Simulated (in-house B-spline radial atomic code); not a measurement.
Radial electron density of Os XXX (Os29+), [Ar] 3d10 4s2 (4p1/2)2 (4p3/2)3 4d10 4f2. Level of theory: Dirac-Hartree-Fock, average of the jj configuration, Fermi nucleus of rms radius 5.4126 fm; calculated with a B-spline radial code for spherical atoms.

Columns: r (bohr), 4πr²n(r) (electrons per bohr), bar.

```
 0.00055    3.484 #
0.000662    4.675 #
0.000796    6.236 ##
0.000957     8.28 ###
 0.00115    10.93 ###
 0.00138     14.3 ####
 0.00166    18.65 ######
   0.002    24.16 ########
 0.00241    30.97 ##########
 0.00289    38.96 ############
 0.00348    48.52 ###############
 0.00419    59.35 ###################
 0.00503    70.84 ######################
 0.00605     82.6 ##########################
 0.00728     93.5 #############################
 0.00875    102.2 ################################
  0.0105    107.5 ##################################
  0.0127    108.5 ##################################
  0.0152    105.6 #################################
  0.0183    100.4 ###############################
   0.022    96.27 ##############################
  0.0265     97.2 ##############################
  0.0318    105.5 #################################
  0.0383    120.2 ######################################
   0.046    134.5 ##########################################
  0.0554    140.4 ############################################
  0.0666    133.5 ##########################################
  0.0801    119.3 #####################################
  0.0963    110.8 ###################################
   0.116    116.2 ####################################
   0.139    126.6 ########################################
   0.167    122.7 ######################################
   0.201    96.68 ##############################
   0.242    66.28 #####################
   0.291    54.97 #################
    0.35    60.36 ###################
   0.421    59.87 ###################
   0.506    43.01 #############
   0.609    20.86 #######
   0.732    6.629 ##
    0.88    1.305 
    1.06   0.1449 
    1.27 0.009259 
    1.53 0.0002615
```

On this grid the curve has 4 maxima, near 0.0127, 0.0554, 0.139, 0.35 bohr.

The 4f7/2 radial function P(r) = rR(r), positive near the nucleus, with its small component Q(r) (sign convention: Q ≈ (P' + κP/r)/2c):

| r (bohr) | P | Q |
| --- | --- | --- |
| 0.022 | 0.002326 | -0.0001504 |
| 0.0318 | 0.00846 | -0.0005327 |
| 0.046 | 0.02882 | -0.001752 |
| 0.0666 | 0.08976 | -0.005209 |
| 0.0963 | 0.2461 | -0.01349 |
| 0.139 | 0.5714 | -0.02924 |
| 0.201 | 1.081 | -0.05093 |
| 0.291 | 1.558 | -0.06728 |
| 0.421 | 1.57 | -0.062 |
| 0.609 | 0.9803 | -0.03567 |
| 0.88 | 0.3129 | -0.01074 |
| 1.27 | 0.03735 | -0.001237 |
